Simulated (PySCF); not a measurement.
A structure optimised at B3LYP-D3(BJ)/def2-TZVPD, used in a PySCF frequency run:

```
P
O 1 1.4795
```
Charge 0, spin multiplicity 2.

**Question.** Write its SMILES, formula and point group.

**Answer.** O=[P], OP, C∞v

**Question.** What are its rotational constants (standard atomic weights)?

**Answer.** 21.885 GHz (linear rotor, B only)
